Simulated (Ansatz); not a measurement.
Consider the formal exchange of groups at a C–In bond: `C#[C][In]([Cl])[Cl]` + `[NH2][InH2]` → `C#[C][InH][NH2]` + `[Cl][InH][Cl]`.

Calculated with Ansatz (gas phase, PBE0-D4/def2-TZVP geometries, no zero-point term in ΔE). CBS: MP2 limit from def2 TZ/QZ plus the TZ coupled-cluster correction, frozen cores. DFT in def2-TZVPP. Elements past krypton have def2 core potentials. For In outer-core shells are correlated without core-valence functions, which leaves a few kJ/mol of doubt a bond. Each species was taken in one conformer, which may not be the lowest.

`C#[C][In]([Cl])[Cl]`:

Cartesian coordinates in Å:
```
C -1.574 1.194 0.615
C -0.656 0.498 0.257
In 0.906 -0.688 -0.354
Cl 2.770 0.153 -1.410
Cl 0.939 -2.967 -0.040
H -2.385 1.810 0.931
```

`[NH2][InH2]`:

```xyz
6

N     0.201   -0.972   -0.359
In   -0.183    0.876    0.323
H     0.280   -1.787    0.225
H     0.344   -1.201   -1.328
H    -0.261    2.090   -0.882
H    -0.382    0.994    2.020
```

`C#[C][InH][NH2]`:

```xyz
8

C     2.522    0.713    0.196
C     1.477    0.124    0.045
In   -0.315   -0.914   -0.218
N    -1.920    0.246    0.032
H     3.443    1.235    0.330
H    -0.471   -2.561   -0.606
H    -1.863    1.223    0.266
H    -2.872   -0.066   -0.045
```

`[Cl][InH][Cl]`:

```xyz
4

Cl    1.138   -1.129   -1.499
In    0.004   -0.067    0.214
Cl   -1.174    1.773   -0.544
H     0.032   -0.576    1.829
```

**Question.** Is it downhill or uphill in electronic energy at CCSD(T)/CBS, and by how much? (Best estimate.)

**Answer.** Ansatz gave: Downhill: ΔE = -14.1 kJ/mol.

**Question.** What do these levels give: PBE, PBE0, HF/def2-SVP, MP2/def2-SVP, HF/def2-QZVPP, MP2/CBS(def2)? (Estimate.)

**Answer.** Computed: PBE -15.4, PBE0 -15.4, HF/def2-SVP -12.1, MP2/def2-SVP -6.9, HF/def2-QZVPP -14.9, MP2/CBS(def2) -13.9 kJ/mol.

Largest T1 diagnostic among the species: 0.016.

At CCSD(T), def2-SVP lies +6.9 kJ/mol from the extrapolated value and def2-TZVPP +1.9 kJ/mol. Leaving LDA and LC-ωPBE aside and taking each functional with its dispersion term where it has one, the values, not all of them listed here, spread over 2.6 kJ/mol, from r2SCAN-D4 to B97M-V.
